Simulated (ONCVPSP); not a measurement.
## copper (Cu): one change to an ONCV potential, before and after

```json
{
  "Element": "copper (Cu)",
  "Generator": "ONCVPSP 4.0.1",
  "Type": "optimised norm-conserving Vanderbilt (ONCV)",
  "Functional": "LDA (Perdew-Wang 92)",
  "Relativity": "scalar-relativistic",
  "Frozen core": "[Ne] 3s2",
  "Valence charge": "17",
  "Reference configuration": "3p6 3d9 4s2",
  "Partial waves": "4s: rc 2.35 bohr, ncon 3, nbas 8, qcut 2.2 1/bohr, 1 projector; 3p: rc 0.75 bohr, ncon 4, nbas 8, qcut 12.4 1/bohr, 2 projectors, debl 1.9 Ha; 3d: rc 1.35 bohr, ncon 4, nbas 9, qcut 12.3 1/bohr, 2 projectors, debl 3.8 Ha; f scattering state at 0.19 Ha: rc 2.00 bohr, ncon 4, nbas 9, qcut 4.9 1/bohr, 2 projectors, debl 1.4 Ha",
  "Local potential": "polynomial inside 0.65 bohr (lpopt 4, dvloc0 1 Ha)",
  "Core correction": "Teter function, fcfact 3, rcfact 1.3"
}
```

In the p channel the program set the typed energies aside and used -2.836, 0.250 Ha.

Change: reference 3p6 3d10 4s1. In the p channel the program set the typed energies aside and used -2.647, 0.250 Ha.

Cutoffs: the cutoffs (Ha) at which the residual kinetic energy of the hardest occupied pseudo-wave falls to 1 and 0.1 mHa per electron; they do not see the model core or the augmentation charge, which bear on the density cutoff. Errors are all-electron minus pseudo energies relative to the spin-unpolarised reference configuration.

What does the change do?

The potential gets neither clearly harder nor softer (67 Ha and 235 Ha → 67 Ha and 230 Ha); both files keep a bound ghost (s); the number of tests with a reliable result goes from 4 to 3; the range in which the f phases agree widens (upper end 1.0 → 4.7).

```csv
quantity,base,changed
"cutoff, loose",67 Ha,67 Ha
"cutoff, tight",235 Ha,230 Ha
loose cutoff by channel,"s 11 Ha, p 67 Ha, d 58 Ha","s 7.5 Ha, p 67 Ha, d 58 Ha"
bound ghosts,s,s
GHOST(+) flags under 300 eV,f at 28.2 eV,f at 28.6 eV
tests with a reliable result,4 of 4,3 of 4
s: phases at 2.39 bohr within 0.05 rad from the reference energy up to (Ha; the scan ends near 5),0.7,0.8
p: phases at 0.76 bohr within 0.05 rad from the reference energy up to (Ha; the scan ends near 5),to the end of the scan,to the end of the scan
d: phases at 1.37 bohr within 0.05 rad from the reference energy up to (Ha; the scan ends near 5),to the end of the scan,to the end of the scan
f: phases at 2.03 bohr within 0.05 rad from the reference energy up to (Ha; the scan ends near 5),1.0,4.7
"rms error of d²Exc/dni dnj with the model core, mHa",3.10,2.83
```

 A true bound ghost makes a file unfit for plane-wave use even where its test errors are small: the radial tests pick states by their node count and pass the ghost by.
